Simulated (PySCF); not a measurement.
Mapped SMILES: `[SiH3:1][CH2:2][c:3]1[cH:4][cH:5][o:6][cH:7]1`; H(Xn) means a hydrogen on atom n.

GIAO PBE0/pcSseg-1 shifts (PySCF 2.14.0 with density-fitted response routines, gas phase, non-relativistic, equivalent atoms averaged), each against references optimised in the same way as the molecule (TMS, H2O).

On the GFN2-xTB geometry: Si1 -64.8, C5 148.2, C7 142.9, C3 129.9, C4 118.1, C2 8.7, O6 299.2, H(C5) 7.45, H(C7) 7.33, H(C4) 6.52, H(Si1) 3.93, H(C2) 2.17 ppm.

What changes on the PBE0-D3(BJ)/def2-SVP geometry?

## Answers


```tsv
atoms	δ (ppm)	change
Si1	-59.7	+5.1
C5	147.0	-1.2
C7	141.9	-1.0
C3	127.2	-2.7
C4	116.9	-1.2
C2	7.2	-1.5
O6	301.4	+2.2
H(C5)	7.31	-0.14
H(C7)	7.18	-0.15
H(C4)	6.42	-0.10
H(Si1)	3.95	+0.02
H(C2)	1.99	-0.18
```

Bonds between heavy atoms that differ most (equivalent bonds averaged): Si1–C2 1.910 → 1.895 Å, C3–C4 1.423 → 1.438 Å, C2–C3 1.484 → 1.493 Å, C7–C3 1.363 → 1.367 Å, C4–C5 1.358 → 1.362 Å. Mean change of bonds to hydrogen: Si–H +0.032 Å, C–H +0.014 Å.
